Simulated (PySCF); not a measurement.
# Nuclear quadrupole coupling in `C[Si](C)(C=O)CC#N`

C5H9NOSi.
Structure used (GFN2-xTB), in Å, numbered top down from 1:
```
atom  x, y, z in Å
C1    -1.0175   -1.1943   -1.0847
Si2   -0.2753    0.0237    0.1737
C3    -0.4544    1.8535   -0.2922
C4    -1.0798   -0.2949    1.9024
O5    -1.3615    0.5830    2.6770
C6     1.5972   -0.4054    0.4121
C7     2.2831   -0.2618   -0.8321
N8     2.7956   -0.1367   -1.8476
H9    -1.0016   -2.2179   -0.7191
H10   -0.4520   -1.1700   -2.0118
H11   -2.0483   -0.9479   -1.3218
H12    0.2025    2.1151   -1.1179
H13   -0.2079    2.4952    0.5499
H14   -1.4723    2.0888   -0.5900
H15   -1.2938   -1.3494    2.1873
H16    1.7224   -1.4312    0.7624
H17    2.0567    0.2623    1.1425
```

Field gradients from the PBE0/pcSseg-1 density (PySCF, non-relativistic), principal values in atomic units, ordered |Vxx| ≤ |Vyy| ≤ |Vzz|:

| atom | Vxx | Vyy | Vzz |
| --- | --- | --- | --- |
| O5 | 0.3553 | 1.8685 | -2.2237 |
| N8 | 0.4209 | 0.5151 | -0.9360 |

Problem. Find the asymmetry η = (Vxx − Vyy)/Vzz and the couplings χ = eQV/h (234.96 MHz × Q in barn × V in au), with Q(17O) = −0.0256 b, Q(14N) = 0.02044 b.

Solution. 
```csv
atom,environment,nucleus,η,χzz (MHz),χxx (MHz),χyy (MHz)
O5,carbonyl oxygen,17O,0.68,13.38,-2.14,-11.24
N8,nitrile nitrogen,14N,0.10,-4.495,2.021,2.474
```

Problem. What is Vzz at O5 in SI units (1 au = 9.71736 × 10²¹ V/m²)?

Solution. -2.2237 au = -21.609 × 10²¹ V/m².

Problem. What couplings would deuterons (Q(2H) = 0.00286 b) have in place of the hydrogens, at this geometry?

Solution. 
```csv
atom,bonded to,bond length (Å),Vzz (au),η,χzz (kHz)
H9,C1,1.087,0.3230,0.01,217
H10,C1,1.086,0.3205,0.01,215
H11,C1,1.086,0.3244,0.01,218
H12,C3,1.087,0.3197,0.01,215
H13,C3,1.087,0.3206,0.01,215
H14,C3,1.086,0.3239,0.00,218
H15,C4,1.113,0.2632,0.01,177
H16,C6,1.091,0.3087,0.05,207
H17,C6,1.091,0.3077,0.05,207
```

The structure is a single GFN2-xTB conformer in the gas phase; no vibrational or solvent corrections. GFN2-xTB bond lengths can be off by several hundredths of an ångström, more for odd bonds, and the gradients follow them. These gradients aren't converged with respect to the basis.

The run behind these numbers computed NMR shieldings as well. Time: 47 s; peak memory 0.85 GiB. Hardware: one thread of an Intel Xeon at 2.70 GHz, no GPU (shared host).
